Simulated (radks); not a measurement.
Q: Species: Mo20+. Configuration: [Ar] 3d4. Method: Dirac Kohn-Sham, BLYP, spin-unpolarised, spherical densities, finite nucleus; open shells fill j = l - 1/2 first; Fermi nuclear charge, rms radius 4.4091 fm; computed with a radial shooting solver on a logarithmic mesh with Libxc functionals. Some entries of the table are withheld. Estimate them.

orbital  occ.  eigenvalue (eV)  <r^2> (bohr^2)
1s1/2       2        -20540.61        0.001669
2s1/2       2        -3514.913         0.02752
2p1/2       2        -3294.831         0.02076
2p3/2       4        -3187.512         0.02209
3s1/2       2        -1096.898          0.1833
3p1/2       2              (1)          0.1756
3p3/2       4              (2)          0.1828
3d3/2       4        -858.3171             (3)
3d5/2       0        -853.8679             (4)
4s1/2       0        -516.8537          0.7644
4p1/2       0        -485.3080             (5)
4p3/2       0        -478.9244             (6)

A: 
(1) 3p1/2 eigenvalue (eV): -1015.249
(2) 3p3/2 eigenvalue (eV): -993.9809
(3) 3d3/2 <r^2> (bohr^2): 0.1518
(4) 3d5/2 <r^2> (bohr^2): 0.1537
(5) 4p1/2 <r^2> (bohr^2): 0.7850
(6) 4p3/2 <r^2> (bohr^2): 0.8072
